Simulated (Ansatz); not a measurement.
Harmonic frequencies (cm⁻¹) at PBE0-D4/def2-TZVP from Ansatz: 50, 70, 96, 211, 233, 260, 287, 332, 378, 432, 454, 527, 573, 587, 665, 697, 773, 904, 971, 985, 1045, 1242, 1255, 1404, 1444, 1491, 1494, 1905, 2107, 2152, 2187, 3043, 3050, 3093, 3112, 3123.

Each molecule was computed in one conformer, which needn't be the lowest.

Question: Which molecule is it?
A. `[AlH2][CH2][SiH3]`
B. `BC1(C)C=N1`
C. `C[SiH]1[O][AlH]1`
D. `CC[SiH]1[AlH][SiH2]1`

Answer: D.
